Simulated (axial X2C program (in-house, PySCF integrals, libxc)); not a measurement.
## Low determinants of WP at the PBE0 level, 2c

Computed with an in-house relativistic program for diatomic molecules. Two-component (2c) means X2C with spin–orbit coupling and atomic mean-field two-electron Coulomb and Gaunt terms. Basis: W dyall-cv3z [13s14p9d7f4g], P dyall-v3z [8s7p2d1f] (cores contracted in-house); Gaussian nuclei, density fitting, unrestricted open shells. Masses: W 183.951 u, P 30.974 u.

Search at 2.124 Å (vertical energies from the lowest determinant):

```csv
ΔE (eV),state,electrons beyond evenly filled partner blocks,"electrons in ±ω = 1/2, 3/2, 5/2, 7/2"
0.00,Ω = 3/2,"ω = 1/2, ω = -3/2, ω = 5/2",53 25 9 2
0.68,Ω = 3/2,ω = 3/2,54 25 8 2
1.15,Ω = 1/2,ω = 1/2,53 26 8 2
1.23,Ω = 5/2,ω = 5/2,54 24 9 2
1.48,Ω = 1/2,"ω = -1/2, ω = -3/2, ω = 5/2",53 25 9 2
1.66,Ω = 9/2,"ω = 1/2, ω = 3/2, ω = 5/2",53 25 9 2
1.95,Ω = 1/2,"2 × ω = -1/2, ω = 3/2",54 25 8 2
```

Lowest determinant, Ω = 3/2 (⟨Sz⟩ = 1.49, ⟨Lz⟩ = 0.01 at PBE0): Re = 2.118 Å, ωe = 494.9 cm⁻¹.

The determinant in row 2 of the search, Ω = 3/2 (⟨Sz⟩ = -0.48, ⟨Lz⟩ = 1.98 at PBE0), was followed along the bond at PBE0; measured from the minimum of the lowest determinant it gives:

Te = 0.640 eV (5163 cm⁻¹), Re = 2.071 Å, ωe = 574.7 cm⁻¹.

Problem. Compare the bond of the determinant in row 2 with that of the lowest one.

Solution. At PBE0 its Re is 0.047 Å shorter and its force constant, which goes as ωe², is 1.35 times that of the lowest determinant. T0 ≈ Te + Δωe/2 = 5163 + (40) = 5203 cm⁻¹.

The search compares states at one distance, so a state with another bond length can lie lower; it is not exhaustive and yields mostly the lowest determinant of each block pattern, so other components and higher states of one pattern are missing. These are energies of single determinants, not of spin-adapted states; PBE0 term energies can be off by some tenths of an eV, and the functional has no current term. The lowest determinant need not be the ground state where others lie within half an eV.
